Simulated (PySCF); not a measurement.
Mo(O)(NH)(OH)2 (H₃MoNO₃), SMILES [OH][Mo](=[NH])(=[O])[OH], multiplicity 1.

Geometry: r2SCAN-D4/def2-SVP. The multiplicity is an assumed one; no other spin state was optimised. The structure was generated by enumeration; whether it is a known compound was not checked. The def2 effective core potentials stand for the cores of Mo; spin–orbit coupling is left out. The values are those of a single conformer.

Two levels are set side by side: TDDFT-PBE/def2-SVPD (PySCF) and TDDFT-LC-ωPBE/def2-SVPD (PySCF). Vertical, same geometry. The lowest singlet is HOMO→LUMO+1 98 % with PBE and HOMO→LUMO+1 92 % with the other functional; states are paired by order. Differences are taken from unrounded values.

| quantity | TDDFT-LC-ωPBE |
|---|---|
| lowest singlet excitation (eV) | 4.50 |
| lowest triplet excitation (TDA) (eV) | 4.00 |

Q: What does TDDFT-PBE give, and how far is it from TDDFT-LC-ωPBE? (An estimate is asked for; the answer gives what the named calculation found.)

A: 
```
quantity                              TDDFT-PBE  TDDFT-PBE minus TDDFT-LC-ωPBE
------------------------------------  ---------  -----------------------------
lowest singlet excitation (eV)             4.47                          -0.03
lowest triplet excitation (TDA) (eV)       3.94                          -0.07
```

Here PBE gives about what the other level gives.

Rough cost on one machine, each run with all the roots and properties that it gave: TDDFT-LC-ωPBE against TDDFT-PBE about 4 times.
